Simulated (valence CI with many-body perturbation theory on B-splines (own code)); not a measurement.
# Sn¹⁸⁺: fill in the table

Level of theory: valence CI with perturbative core correlation (CI+MBPT): four valence electrons over a frozen Dirac-Fock core [Ar] 3d10, radial functions for each j: 11 s, 11 p, 10 d, 8 f, 5 g, 2 h, with the one-electron correlation potential Σ1 (screened to all orders), the two-electron term Σ2, the three-electron term Σ3, Breit, model QED; selected single and double excitations, second order for the rest, scaled by the run's own slope (own B-spline code, finite nucleus).

No measured spectrum was set against this ion. As an estimate, levels hold to about 250 cm⁻¹ or 0.2 % of their energy and the worst to 1 %, as in measured heavy ions of charge 2 to 7; those with d or f electrons hold less well. Among the levels kept, up to 560 cm⁻¹ of a level comes from second order outside the variational space, and about a tenth of that is noise between levels of different J, which matters for small intervals.

| Level | E (eV) |
| --- | --- |
| (4s^2 4p1/2^2) J=0 | 0.000 |
| (4s^2 4p1/2 4p3/2) J=1 | ? |
| (4s^2 4p1/2 4p3/2) J=2 | 10.450 |
| (4s^2 4p3/2^2) J=2 | 20.482 |
| (4s^2 4p3/2^2) J=0 | ? |
| (4s 4p1/2^2 4p3/2) J=2 | 48.000 |
| (4s 4p1/2^2 4p3/2) J=1 | 56.091 |
| (4s 4p1/2 4p3/2^2) J=2 [a] | 58.223 |
| (4s 4p1/2 4p3/2^2) J=3 | 61.205 |
| (4s 4p1/2 4p3/2^2) J=0 | 65.689 |
| (4s 4p1/2 4p3/2^2) J=1 [a] | ? |
| (4s 4p1/2 4p3/2^2) J=2 [b] | ? |
| (4s 4p1/2 4p3/2^2) J=1 [b] | 73.175 |
| (4s 4p3/2^3) J=2 | 75.544 |
| (4s^2 4p1/2 4d3/2) J=2 | 81.745 |
| (4s 4p3/2^3) J=1 | ? |
| (4s^2 4p1/2 4d5/2) J=3 | 85.721 |
| (4s^2 4p1/2 4d5/2) J=2 | 88.648 |
| (4s^2 4p1/2 4d3/2) J=1 | 89.822 |
| (4s^2 4p3/2 4d5/2) J=4 | ? |

Levels are named by their leading jj configuration (3d3/2^4 stands for four electrons in 3d with j = 3/2), which in mixed levels can hold well under half, so a name can repeat and another be missing. Letters in brackets count levels of one name in rising energy.

The levels stand in rising order. What does the calculation give for the missing energies?

(4s^2 4p1/2 4p3/2) J=1 8.391; (4s^2 4p3/2^2) J=0 25.669; (4s 4p1/2 4p3/2^2) J=1 [a] 66.929; (4s 4p1/2 4p3/2^2) J=2 [b] 67.740; (4s 4p3/2^3) J=1 84.376; (4s^2 4p3/2 4d5/2) J=4 93.120.
